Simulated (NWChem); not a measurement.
System: BH$_{2}$O$_{2}$Br; SMILES OB(O)Br

```xyz
6

B     -0.0199     0.9494     0.0000
Br     0.0522    -0.9871     0.0000
O     -1.2323     1.5312     0.0000
H     -1.1650     2.4935     0.0000
O      1.1166     1.6831     0.0000
H      1.9174     1.1498     0.0000
```
Atoms are numbered in this order, from 1.

All runs use the structure optimised with PBE0/def2-SVP.

Spin-orbit effects, on the heavy nuclei and on their neighbours, are missing.

Problem. Give the principal values of the shielding tensors (ppm) of B1, Br2, O3, O5 from PBE/pcSseg-1, GIAO (NWChem), with their diamagnetic and paramagnetic parts as GIAO splits them.

Solution. 
```
atom     σ11     σ22     σ33  isotropic  diamagnetic  paramagnetic
----  ------  ------  ------  ---------  -----------  ------------
B1      59.2    71.4    75.2       68.6        197.1        -128.5
Br2   2203.6  2413.6  2915.7     2511.0       3124.5        -613.5
O3     106.4   248.2   256.9      203.8        387.4        -183.6
O5      71.6   207.2   256.2      178.3        388.8        -210.5
```
